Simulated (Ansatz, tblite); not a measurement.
Cost and result up the ladder for Ge₄H₆ (10 atoms). Total charge 0; singlet. Geometry: PBE-D4/def2-SVP.

Cartesian coordinates in Å:
```
Ge 0.562 -1.742 -0.313
Ge -0.096 1.555 1.010
Ge -1.380 -0.488 0.530
Ge 1.149 0.581 -0.875
H 1.443 -2.346 0.812
H -0.775 2.940 0.841
H -2.144 -0.106 -0.801
H 0.200 0.885 -2.104
H 0.365 -2.775 -1.454
H 0.676 1.497 2.355
```

Ansatz on 4 threads of Intel Xeon Platinum 8223CL on a shared host; xTB runs through tblite on one thread. Times are rough, summed over both states, and most runs start from the orbitals of an earlier one. No level here is sound enough to serve as a yardstick. The other state is a triplet.

The xTB rows come from tblite. The structure comes from a short search, and lower isomers may exist.

xTB has no spin-polarisation term.

```json
{"level": "GFN2-xTB", "functions": "42", "wall time": "0.018 s", "vertical triplet (eV)": "2.19", "remarks": "–"}
{"level": "GFN1-xTB", "functions": "48", "wall time": "0.021 s", "vertical triplet (eV)": "1.78", "remarks": "–"}
{"level": "PBE-D4/def2-TZVP", "functions": "228", "wall time": "6.7 s", "vertical triplet (eV)": "2.09", "remarks": "–"}
{"level": "r2SCAN-D4/def2-TZVP", "functions": "228", "wall time": "14 s", "vertical triplet (eV)": "1.91", "remarks": "restricted SCF unstable in HF (singlet)"}
{"level": "PBE0-D4/def2-TZVP", "functions": "228", "wall time": "18 s", "vertical triplet (eV)": "1.89", "remarks": "restricted SCF unstable in HF (singlet)"}
```
